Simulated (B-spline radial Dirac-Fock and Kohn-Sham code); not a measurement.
Z = 56 (barium), transition energy 17.5 keV. These are calculated numbers from a radial atomic solver; the model is a Dirac-Hartree-Slater potential of the neutral atom with a Latter tail (no hole, which puts coefficients of high multipoles low close above an edge), finite nucleus with surface currents. The K shell is not open to conversion at this energy. Subshells that would emit electrons below 1 keV are left out.

Question: A pure transition shows α(L) = 425000, L1/L2 = 0.0127 and L1/L3 = 0.00868. What is its multipolarity?
A. E1
B. E4
C. M2
D. M3
E. M1
F. M4
G. E2
H. E3

Answer: H. For comparison, α(L), L1/L2, L1/L3 are E1 3.78, 1.45, 0.903; E2 2570, 0.00425, 0.00285; E4 2.90e+07, 0.0127, 0.00859; M1 19.4, 11.1, 49.1; M2 3560, 15.1, 1.83; M3 679000, 13.8, 0.182; M4 6.49e+07, 11.4, 0.0582.
